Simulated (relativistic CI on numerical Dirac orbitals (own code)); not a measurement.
Sc3+ in a cubic cluster: 1s photoemission with charge transfer

Computed with a charge-transfer multiplet model of a cubic metal-ligand cluster with up to 2 ligand holes, Slater and spin-orbit integrals from Dirac-Coulomb-Breit ions, Slater integrals scaled by 0.7. The ground state mixes d0 with configurations of k ligand holes L, whose averages lie at kΔ + k(k − 1)U_dd/2; a core hole lowers each added d electron by U_cd. 20 K, Lorentzian 1.1 eV and Gaussian 0.6 eV FWHM.

Atomic integrals in eV (Slater integrals scaled, ζ unscaled), ground: F2dd 4.121, F4dd 2.525, zeta_d 0.005; with the core hole: F2dd 4.121, F4dd 2.525, zeta_d 0.018, G2cd 0.025. Where a configuration has fewer than two d electrons, the dd integrals are those of d2.

Cluster parameters (eV): Δ = 3, U_dd = 5.3, U_cd = 6.4, 10Dq = 1.3, 10Dq(ligand) = 0.2, final-state hopping factor = 1.

| Case | n_d | d0 | d1L | d2L2 | S |
| --- | --- | --- | --- | --- | --- |
| V(eg) = 1.15 eV, V(t2g) = -0.63 eV | 0.35 | 0.67 | 0.31 | 0.02 | 0.00 |
| V(eg) = 1.45 eV, V(t2g) = -0.79 eV | 0.44 | 0.60 | 0.37 | 0.04 | 0.00 |
| V(eg) = 2.05 eV, V(t2g) = -1.12 eV | 0.58 | 0.49 | 0.44 | 0.07 | 0.00 |
| V(eg) = 2.35 eV, V(t2g) = -1.28 eV | 0.63 | 0.46 | 0.46 | 0.08 | 0.00 |
| V(eg) = 2.95 eV, V(t2g) = -1.61 eV | 0.71 | 0.40 | 0.48 | 0.11 | 0.00 |

Weights, n_d and S are thermal averages at 20 K. Binding energies count from the first peak over 30 % of the highest in each spectrum, which can be another peak from case to case. The parameters are a model scan and need not match a compound or its usual spin state. Peaks in eV (height, largest 100):
- V(eg) = 1.15 eV, V(t2g) = -0.63 eV: 0.0 (100), 6.4 (52), 9.8 (9)
- V(eg) = 1.45 eV, V(t2g) = -0.79 eV: 0.0 (100), 7.5 (37)
- V(eg) = 2.05 eV, V(t2g) = -1.12 eV: 0.0 (100), 10.0 (21)
- V(eg) = 2.35 eV, V(t2g) = -1.28 eV: 0.0 (100), 11.1 (16)
- V(eg) = 2.95 eV, V(t2g) = -1.61 eV: 0.0 (100), 13.5 (11)

Curve for V(eg) = 2.95 eV, V(t2g) = -1.61 eV (points under 2 left out, the grid thinned):

E (eV), Intensity and a bar:
```
     -3.2        3.4 
     -2.9        4.1 #
     -2.7        4.7 #
     -2.4        5.9 #
     -2.1        7.6 ##
     -1.9        9.2 ##
     -1.6       12.6 ###
     -1.3       18.4 #####
     -1.1       24.5 #######
     -0.8       39.4 ###########
     -0.5       63.8 ###################
     -0.2       91.1 ###########################
      0.0      100.0 ##############################
      0.3       88.7 ###########################
      0.6       60.9 ##################
      0.8       44.2 #############
      1.1       27.2 ########
      1.4       17.6 #####
      1.6       13.7 ####
      1.9        9.9 ##
      2.2        7.4 ##
      2.4        6.3 #
      2.7        5.0 #
      3.0        4.1 #
      3.2        3.6 
      3.5        3.1 
      3.8        2.7 
      4.0        2.6 
      4.3        2.5 
      4.6        2.5 
      4.8        2.5 
      5.1        2.4 
      5.4        2.0 
     12.0        2.4 
     12.3        3.4 
     12.6        4.9 #
     12.9        7.3 ##
     13.1        9.1 ##
     13.4       10.9 ###
     13.7       10.3 ###
     13.9        8.7 ##
     14.2        6.0 #
     14.5        3.9 #
     14.7        3.0 
     15.0        2.1
```

A d0 ion has no d-d gap: its lowest excitations are ligand-to-metal charge transfer. With the core hole the average of the configuration with one ligand hole lies at Δ − U_cd = -3.4 eV before mixing: the effective hopping of about 4.8 eV (from the holes of the mixed ground state) is comparable with this gap or larger, so the configurations mix strongly.

With at most 2 ligand holes the space is cut while the next configuration still counts, so covalency is underestimated, and a final configuration with one more ligand hole, which can lie low, is missing from the spectra.
